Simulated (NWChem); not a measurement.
Species: CH$_{6}$AlOSi cation; SMILES [CH3][Al+][O][SiH3]

```xyz
10

Al    -0.0017    -1.1259    -0.0011
C      0.0023    -3.0301     0.0016
H     -0.2239    -3.4027    -1.0102
H     -0.7598    -3.4020     0.7051
H      0.9935    -3.3981     0.3114
O     -0.0032     0.5028    -0.0027
Si     0.0012     2.2212     0.0010
H     -1.4191     2.6381    -0.0970
H      0.7991     2.6343    -1.1794
H      0.6275     2.6281     1.2827
```
Atoms are numbered in this order, from 1.

Program: NWChem. Pople sets run with spherical d functions. Medium grid unless said otherwise, to which SCAN and Minnesota functionals are sensitive. Geometry: optimised at PBE0/def2-SVP. Total energies of different functionals are on different scales.

```csv
level,energy (Ha),highest occupied level (eV),orbital gap (eV)
B3LYP/6-31G*,-648.6776,-13.06,5.82
PBE/6-31G*,-648.1932,-11.93,?
SCAN/6-31G*,-648.6030,-12.28,4.78
TPSSh/6-31G*,-648.6734,-12.71,5.39
r2SCAN/6-31G*,-648.5104,-12.27,4.82
r2SCAN0/6-31G*,-648.4904,-13.50,6.78
PW6B95/6-31G*,-649.2569,-13.37,6.38
BP86/6-31G*,-648.6707,-12.04,4.14
"LC-wPBE (HJS exchange hole, range parameter 0.4 per bohr)/6-31G*",-648.3331,-16.12,11.44
RPBE/6-31G*,-648.5746,-11.93,4.15
```

Problem. Some entries are withheld; supply them.

Solution. 
- PBE/6-31G*, orbital gap (eV): 4.08
